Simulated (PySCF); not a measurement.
Vibration and rotation of SI

UHF-CCSD(T) constants of SI, ²Π (doublet), unpaired electrons π ↑ (basis S cc-pV(D+d)Z, I cc-pVDZ-PP with ECP28; scalar-relativistic core potentials; PySCF 2.14; masses 31.9721 and 126.9045 u):

- ωe: 366.0 cm⁻¹
- ωexe: 1.31 cm⁻¹
- Be: 0.11669 cm⁻¹
- αe: 0.000578 cm⁻¹
- De to S + I: 1.69 eV

Question: What force constant and bond length do these constants imply?

Answer: Reduced mass μred = 25.538 u; k = 5.8918×10⁻⁷·μred·ωe² (u, cm⁻¹, mdyn/Å) = 2.02 mdyn/Å; Re = √(16.8576/(μred·Be)) (u, cm⁻¹, Å) = 2.378 Å.

Question: Estimate the centrifugal constant D from the Kratzer relation and find the Dunham coefficient a1.

Answer: D = 4Be³/ωe² = 4.74e-08 cm⁻¹; a1 = −1 − αeωe/(6Be²) = -3.59.

Correlated steps freeze 9 core orbitals. Correlated levels converge slowly with the basis: in double zeta they bind strong bonds too weakly, by up to about 1 eV, and carry superposition errors of some tenths. These are scalar-relativistic numbers at best; spin–orbit coupling would shift them, the dissociation energy most. The state is the lowest determinant that a PBE0 search found; another state may lie lower at other levels.
